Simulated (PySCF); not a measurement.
Below is a simulated gas-phase Cl 2p photoelectron spectrum of `[SiH2](C([SiH3])[SiH3])Cl`.

Every computed line was given a Gaussian of 0.5 eV full width at half maximum and an area set by the number of equivalent atoms (split 2:1 within a doublet); the highest printed point is 100. Method used: delta-SCF UKS SCAN, pcX-2 on the ionised atom, pcseg-1 elsewhere, spin-free X2C in PySCF.

binding energy (eV), intensity and a bar:
```
    205.1          0 
    205.2          1 
    205.3          5 ##
    205.4         15 ####
    205.5         33 ##########
    205.6         60 ##################
    205.7         86 ##########################
    205.8        100 ##############################
    205.9         93 ############################
    206.0         69 #####################
    206.1         41 ############
    206.2         20 ######
    206.3          8 ##
    206.4          2 #
    206.5          1 
    206.6          0 
    206.7          0 
    206.8          0 
    206.9          1 
    207.0          4 #
    207.1         11 ###
    207.2         22 #######
    207.3         36 ###########
    207.4         47 ##############
    207.5         50 ###############
    207.6         42 ############
    207.7         28 ########
    207.8         15 ####
    207.9          6 ##
    208.0          2 #
    208.1          1 
    208.2          0
```

Problem. How many maxima does the curve show, and how many computed lines lie under it?

Solution. The curve has 2 maxima (at 205.8 and 207.5 eV). Under it lie 2 lines from 1 inequivalent chlorine site, drawn as a 2p3/2, 2p1/2 pair.

Problem. Decompose the envelope and assign each component. Numbering: `[SiH3:1][CH:2]([SiH3:3])[SiH2:4][Cl:5]`.

Solution. 
| position (eV) | relative area | line | atoms | environment |
| --- | --- | --- | --- | --- |
| 205.82 | 0.67 | Cl 2p3/2 | Cl5 | silicon-bound chlorine |
| 207.47 | 0.33 | Cl 2p1/2 | Cl5 | silicon-bound chlorine |

Problem. What are the centre and the root-mean-square width of the whole band?

Solution. The area-weighted mean of the lines is 206.37 eV. Their own spread about it is 0.78 eV (rms) and each Gaussian has σ = 0.5/2.355 = 0.21 eV; the variances add, which gives 0.81 eV.

Shake-up satellites, vibrational structure and lifetime widths aren't simulated. For 2p shells one spin-free hole was relaxed; a mean-field spin–orbit operator and the ground-state splitting of the three 2p orbitals were then diagonalised within the shell. The shell's mean is (2 × 2p3/2 + 2p1/2)/3, and the degeneracies 2j + 1 give areas of 2:1. 2p1/2 minus 2p3/2 (ligand field included): Cl 1.65 eV. Geometry: PBE0-D3(BJ)/def2-SVP, one conformer, isolated molecule.

Shape of the structure used: `[SiH3:1][CH:2]([SiH3:3])[SiH2:4][Cl:5]`: Si1–C2–Si4–Cl5 38°.
